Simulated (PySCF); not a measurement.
C₂H₇Bi. Atoms are numbered in the order given.

```xyz
10

Bi     0.0015    -0.4711     0.0000
H     -1.2268    -0.1398     1.2736
H     -1.2268    -0.1398    -1.2736
C      0.6993     1.7096     0.0000
C     -0.4090     2.7429     0.0000
H      1.3473     1.8019     0.8860
H      1.3473     1.8019    -0.8860
H     -1.0551     2.6461    -0.8861
H     -1.0551     2.6461     0.8861
H      0.0005     3.7684     0.0000
```

The structure is a stationary point at PBE0-D3(BJ)/def2-SVP. The def2 effective core potentials stand for the cores of Bi; spin–orbit coupling is left out.

Method: TDA-M06-2X/def2-SVPD (PySCF).

Vertical excitations. Gas-phase values at a fixed geometry. State labels are in the subgroup Cs.

Computed UV-visible absorptions:
| state | symmetry | energy (eV) | λ (nm) | f | main pairs |
|---|---|---|---|---|---|
| S1 | A' | 5.65 | 219 | 0.069 | HOMO→LUMO 95 % |
| S2 | A" | 5.92 | 209 | 0.037 | HOMO→LUMO+2 95 % |
| S3 | A' | 6.21 | 200 | 0.217 | HOMO→LUMO+1 76 %, HOMO−1→LUMO+1 15 % |
| S4 | A' | 6.73 | 184 | 0.120 | HOMO−1→LUMO 79 % |
| S5 | A" | 6.99 | 177 | 0.000 | HOMO−2→LUMO 47 %, HOMO−1→LUMO+2 47 % |
| S6 | A' | 7.22 | 172 | 0.168 | HOMO−1→LUMO+1 53 %, HOMO→LUMO+3 26 % |
| S7 | A" | 7.49 | 166 | 0.001 | HOMO−2→LUMO+1 73 %, HOMO−1→LUMO+2 17 % |
| S8 | A' | 7.62 | 163 | 0.450 | HOMO→LUMO+3 53 %, HOMO−1→LUMO+1 24 % |
| S9 | A" | 7.83 | 158 | 0.462 | HOMO−2→LUMO 41 %, HOMO−1→LUMO+2 27 %, HOMO−2→LUMO+1 21 % |
| S10 | A' | 7.95 | 156 | 0.029 | HOMO→LUMO+4 35 %, HOMO→LUMO+5 32 %, HOMO−2→LUMO+2 21 %, HOMO→LUMO+3 6 % |
| T1 | A' | 4.54 | 273 | 0 | HOMO→LUMO 58 %, HOMO→LUMO+1 30 % |
| T2 | A" | 5.02 | 247 | 0 | HOMO→LUMO+2 76 %, HOMO−1→LUMO+2 16 % |
| T3 | A' | 5.32 | 233 | 0 | HOMO−1→LUMO 31 %, HOMO→LUMO+1 23 %, HOMO→LUMO 15 %, HOMO−2→LUMO+2 12 % |
| T4 | A' | 5.83 | 213 | 0 | HOMO→LUMO+1 35 %, HOMO−1→LUMO 27 %, HOMO→LUMO 19 %, HOMO−2→LUMO+2 8 % |
Triplets are in the Tamm–Dancoff approximation.
